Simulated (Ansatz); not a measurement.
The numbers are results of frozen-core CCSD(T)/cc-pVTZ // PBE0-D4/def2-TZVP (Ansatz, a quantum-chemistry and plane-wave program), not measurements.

Ansatz 0.2 input:
```yaml
crystal:
  periodic: [false, false, false]
  atoms:
    - { symbol: C, position_ang: [1.950518, -0.027734, 0.006581] }
    - { symbol: N, position_ang: [0.770064, -0.010975, 0.002479] }
    - { symbol: C, position_ang: [-0.558385, 0.00794, -0.001869] }
    - { symbol: H, position_ang: [-1.094548, -0.930731, -0.010821] }
    - { symbol: H, position_ang: [-1.067648, 0.961499, 0.003631] }
basis:
  gaussian: { orbitals: cc-pVTZ }
correlation:
  method: ccsd_t
magnetization:
  spin_polarized: true
  initial_magnetization: 1
```

Output:

```
Functional definition: HF
686 factors; integrals over basis functions are off by at most 1.3e-3 eV
mean field evaluation 1: about -3571.6789 eV, gradient 1.5e1 eV
mean field evaluation 2: about -3571.6826 eV, gradient 1.5e1 eV
mean field evaluation 4: about -3573.1925 eV, gradient 3.4e0 eV
mean field evaluation 8: about -3573.3102 eV, gradient 4.2e-1 eV
mean field evaluation 16: about -3573.3205 eV, gradient 2.8e-6 eV
mean field evaluation 32: about -3565.9905 eV, gradient 2.0e1 eV
mean field evaluation 64: about -3568.1699 eV, gradient 4.8e-1 eV
mean field -3573.32054148 eV, -131.3171078157 hartree, gradient 2.8e-6 eV, S^2 0.830970; 1 other end points of the search recorded, 0 dependent functions left out
3 core orbitals not correlated
reference -3573.32054148 eV, -131.3171078157 hartree; 8, 7 occupied and 107, 108 virtual orbitals, 686 factors
second order -12.52431327 eV of doubles, -0.00000000 eV of singles
cycle   1  -12.65532827 eV  change   -1.3e-1 eV  update   9.4e-2
cycle   2  -13.07022813 eV  change   -4.1e-1 eV  update   3.3e-2
cycle   3  -13.19403887 eV  change   -1.2e-1 eV  update   2.1e-2
cycle   4  -13.19415115 eV  change   -1.1e-4 eV  update   8.0e-3
cycle   5  -13.19546658 eV  change   -1.3e-3 eV  update   3.4e-3
cycle   6  -13.19616269 eV  change   -7.0e-4 eV  update   1.0e-3
cycle   7  -13.19613245 eV  change    3.0e-5 eV  update   3.5e-4
cycle   8  -13.19626380 eV  change   -1.3e-4 eV  update   1.5e-4
cycle   9  -13.19626732 eV  change   -3.5e-6 eV  update   6.1e-5
cycle  10  -13.19624308 eV  change    2.4e-5 eV  update   2.5e-5
cycle  11  -13.19626855 eV  change   -2.5e-5 eV  update   1.1e-5
cycle  12  -13.19626501 eV  change    3.5e-6 eV  update   5.1e-6
perturbative correction -0.63569776 eV, -0.0233614617 hartree
Total energy: -3587.15250425 eV, -131.8254230719 hartree
```

Cost: very roughly 60 core-seconds.
